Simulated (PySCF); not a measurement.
## Arsenic: a sound run and one with changed settings

Sound run: As²⁺ [Ar] 3d10 4s2 4p1, As³⁺ [Ar] 3d10 4s2. All numbers are calculated (PySCF 2.14, scalar relativity through the core potential, in cc-pVTZ-PP with ECP10MDF). In the sound run the correlated levels freeze 3s2 3p6 3d10 outside the core potential. The sound run starts from symmetry-adapted Hartree-Fock orbitals and uses a fine grid where one is needed.

Changed run: all electrons correlated in a basis built for the valence shell.

```json
{"species": "As²⁺", "method": "MP2", "sound run (hartree)": "-330.24349", "changed run (hartree)": "-330.33718", "converged": "yes"}
{"species": "As³⁺", "method": "MP2", "sound run (hartree)": "-329.22429", "changed run (hartree)": "-329.31361", "converged": "yes"}
```

Ionisation energy of As²⁺:

| method | sound run (eV) | changed run (eV) |
| --- | --- | --- |
| UHF | 27.475 | 27.475 |
| MP2 | 27.734 | 27.853 |
| SCS-MP2 | 27.723 | 27.806 |

A valence basis has no tight correlating functions, so it recovers only part of the core correlation, and not evenly between atom and ion.

For comparison, NIST gives 28.349 ± 0.012 eV between the lowest levels.
